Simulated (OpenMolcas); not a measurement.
# Computed transition rates of Nb II

```json
{
  "Program": "OpenMolcas 26.06",
  "Method": "MS-CASPT2, IPEA 0.25 Eh, imaginary shift 0.1 Eh (closed shells correlated: 4s 4p)",
  "Basis": "ANO-RCC-VTZP [7s6p4d2f1g]",
  "Scalar Hamiltonian": "DKH2, point nucleus",
  "Active space": "4 electrons in 5 orbitals (4d)",
  "State averaging": "2S+1 = 5 even, 5 roots; 2S+1 = 3 even, 45 roots; 2S+1 = 1 even, 50 roots (49 in the spin-orbit step)",
  "Spin-orbit coupling": "state interaction with AMFI integrals over the reference wave functions, term energies averaged over their components"
}
```

Rates come from the transition moments of the reference wave functions (E1 and E2 in the length form). At fixed line strength A goes as λ^-3 for E1 and M1 and as λ^-5 for E2, so a rate at the computed wavelength can be rescaled to the measured one. Measured vacuum wavelengths follow from level energies in NIST Handbook of Basic Atomic Spectroscopic Data. Branching counts decays inside the model space alone, at computed energies, and the table is only a selection of the M1 lines, drawn from those between levels with measured partners whose computed energy lies within a factor of 1.5 of the measured one.

| Upper | Lower | Type | λ computed (nm) | λ measured (nm) | A computed (s-1) | A rescaled (s-1) | Branching % |
| --- | --- | --- | --- | --- | --- | --- | --- |
| 4d⁴ ⁵D₁ | 4d⁴ ⁵D₀ | M1 | 65200 | 62900 | 1.93e-04 | 2.15e-04 | 100.0 |
| 4d⁴ ⁵D₂ | 4d⁴ ⁵D₁ | M1 | 36200 | 35790 | 1.19e-03 | 1.23e-03 | 100.0 |
| 4d⁴ ⁵D₃ | 4d⁴ ⁵D₂ | M1 | 27360 | 27550 | 2.26e-03 | 2.21e-03 | 100.0 |
| 4d⁴ ⁵D₄ | 4d⁴ ⁵D₃ | M1 | 23240 | 23610 | 2.15e-03 | 2.05e-03 | 100.0 |

The largest correction is for 4d⁴ ⁵D₁ → 4d⁴ ⁵D₀ (M1): 1.93e-04 × (65200 / 62900)^3 = 2.15e-04 s-1, a factor of 1.11.

The computed rate and branching of 4d⁴ ⁵D₁ → 4d⁴ ⁵D₀ give the upper level a radiative lifetime of 1.000 / 1.93e-04 s-1 = 5.18e+03 s, counting decays inside the model space alone. The rescaled rate gives about 4.7e+03 s.

These are rates of the free ion; in crystals, glasses and complexes forced electric-dipole and non-radiative decay shorten such lifetimes by orders of magnitude. No measured rate stands beside these. Rescaling mends the energy factor alone: line strengths can still be far off where a level mixes with configurations outside the active space, and weak or spin-changing lines hang on small mixing coefficients that depend on the term gaps too, so rescaling need not improve them.

CASPT2 does not keep the components of a term degenerate, so their means are used; among the terms shown or strongly mixed into the levels shown the widest spread is 11 cm-1 (4d⁴ ⁵D). Some high roots are left out of the spin-orbit mixing, which shifts the levels that they would mix with. Configurations with an s electron lie low at this charge and mix in, so terms can be misplaced. Measured partners are found by configuration, term and J. A level has none where our copy of the source lacks it or the pairing is in doubt (some pairs that miss far off the trend of their configuration count as doubtful). Only configurations of the active space appear.
